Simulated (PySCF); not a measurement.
Compound: C₇H₁₁O (doublet state).
Structure used (GFN2-xTB), in Å, numbered top down from 1:
```
atom  x, y, z in Å
C1     2.518   -0.656    0.391
C2     1.674    0.545    0.307
C3     0.211    0.201    0.049
C4    -0.717   -0.649    0.940
C5    -1.568   -0.191   -0.264
O6    -2.906   -0.428   -0.498
C7    -0.367   -0.548   -1.168
C8    -0.954    1.205   -0.096
H9     2.613   -1.189    1.316
H10    2.910   -1.106   -0.501
H11    1.712    1.109    1.244
H12    2.002    1.192   -0.512
H13   -0.492   -1.711    1.011
H14   -0.978   -0.235    1.912
H15   -3.053   -1.378   -0.568
H16   -0.308   -0.043   -2.129
H17   -0.116   -1.603   -1.261
H18   -1.242    1.760    0.793
H19   -0.949    1.844   -0.976
```

The hyperfine couplings belong to this conformer and change with its torsions.

The species is `[C@]12(C[CH2])C[C@](C1)(C2)O` [radical].

Computed with UKS B3LYP, pcH-1 on C H O, non-relativistic, mean-field spin-orbit, GIAO in PySCF 2.14.0. Isolated species at its GFN2-xTB geometry (one conformer only). A GFN2-xTB geometry isn't a minimum of the functional, and hyperfine couplings can be far from their values at a DFT geometry. The SCF solution wasn't tested for stability.

Principal values of hyperfine tensors in MHz (contact and dipolar terms together), for some of the nuclei:

```tsv
atom	isotope	A1	A2	A3	alike by the symmetry of this geometry
C3	13C	96.77	96.94	113.97	none
C1	13C	15.49	16.21	258.27	none
H12	1H	32.13	32.43	46.43	H11
C2	13C	-34.02	-31.12	-29.17	none
O6	17O	-3.58	-2.90	-2.89	none
C8	13C	0.90	1.09	6.28	none
C4	13C	-1.72	-1.25	-0.36	C7
H19	1H	-2.58	-1.61	1.17	H18
```

Give the isotropic coupling of each nucleus in MHz and in mT (g = 2.0026), and the anisotropic part.

a_iso = (A1 + A2 + A3)/3, Ti = Ai − a_iso; 1 mT corresponds to 28.030 MHz.

```csv
atom,a_iso (MHz),a_iso (mT),T1,T2,T3
C3,102.56,3.659,-5.79,-5.62,11.41
C1,96.65,3.448,-81.17,-80.45,161.61
H12,37.00,1.320,-4.87,-4.57,9.43
C2,-31.44,-1.122,-2.59,0.32,2.27
O6,-3.13,-0.112,-0.46,0.23,0.23
C8,2.76,0.098,-1.85,-1.67,3.52
C4,-1.11,-0.039,-0.61,-0.14,0.75
H19,-1.01,-0.036,-1.57,-0.60,2.17
```

What spin density at the nucleus of C1 lies behind its contact coupling (g_N = 1.40482)?

a_FC = (2μ0/3) gₑ μB g_N μN ρ(0)/(2S·h) = 800.24 MHz × g_N × ρ(0)/(2S), with ρ in bohr⁻³. With a_FC = 96.65 MHz and 2S = 1, ρ(0) = 0.08598 bohr⁻³.

H9 (1H, g_N = 5.58569) isn't in the table. Its spin density at the nucleus is -0.01395 bohr⁻³. What is its contact coupling?

By the same relation, a_FC = -62.4 MHz. Its full tensor has the principal values -101.67, -62.54, -22.92 MHz.

Which nucleus of the table has the largest anisotropic coupling, and what is its form?

C1: -81.2, -80.4, 161.6 MHz, axial, in the ratio −1:−1:+2, the form that spin in one p orbital centred on that nucleus gives.

In a single crystal, with the field along each principal axis of the tensor of H12 in turn, what first-order splitting does this nucleus give (isotropic g, quadrupole terms neglected)?

2 lines (I = 1/2), spaced by |A_i|/(g × 13.996): 1.15, 1.16, 1.66 mT along the axes of A1, A2 and A3.
